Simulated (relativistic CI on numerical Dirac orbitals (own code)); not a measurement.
**Hyperfine structure of Kr²⁵⁺, mass number 83**

Method of calculation: Dirac-Coulomb-Breit CI, separate exchange-only KLI orbitals for each configuration, a model potential for QED, unscaled Slater integrals (own radial code, finite nucleus).

CI space (outside the closed core [Ne]): 3s, 3p, 3d, 4s, 4p, 4d, 4f, 5s, 5p, 5d, 5f, 5g, 6s, 6p, 6d. Levels of other configurations are missing.

Nuclear spin I = 9/2, μ = -0.97073 μN, Q = 0.259 b (tables of Stone and Pyykkö). The electronic factors are computed for point nuclear moments, without core polarisation or the Bohr-Weisskopf and QED corrections.

| Level | E (Ry) | A (MHz) | B (MHz) |
| --- | --- | --- | --- |
| 3s 2S_1/2 | 0.0000 | -70960 |  |
| 3p 2P°_1/2 | 4.1500 | -21490 |  |
| 3p 2P°_3/2 | 5.0986 | -3836 | 8680 |
| 3d 2D_3/2 | 10.6229 | -1841 | 1390 |
| 3d 2D_5/2 | 10.8008 | -777.2 | 1920 |
| 4s 2S_1/2 | 40.9177 | -28510 |  |
| 4p 2P°_1/2 | 42.6079 | -8771 |  |
| 4p 2P°_3/2 | 42.9867 | -1571 | 3560 |

Levels with J = 0, under 50 % of one LS term, or S terms without an open s electron are left out. Small factors come from cancelling terms and can be off by tens of per cent or more.

At this charge energies of transitions that change n are usually good to better than 1 %, and those within a shell (Δn = 0) to a few per cent.

Give the hyperfine levels of 3s 2S_1/2 relative to its centre of gravity.

With K = F(F + 1) − I(I + 1) − J(J + 1), E = AK/2: F = 4: 195100, F = 5: -159700 MHz.
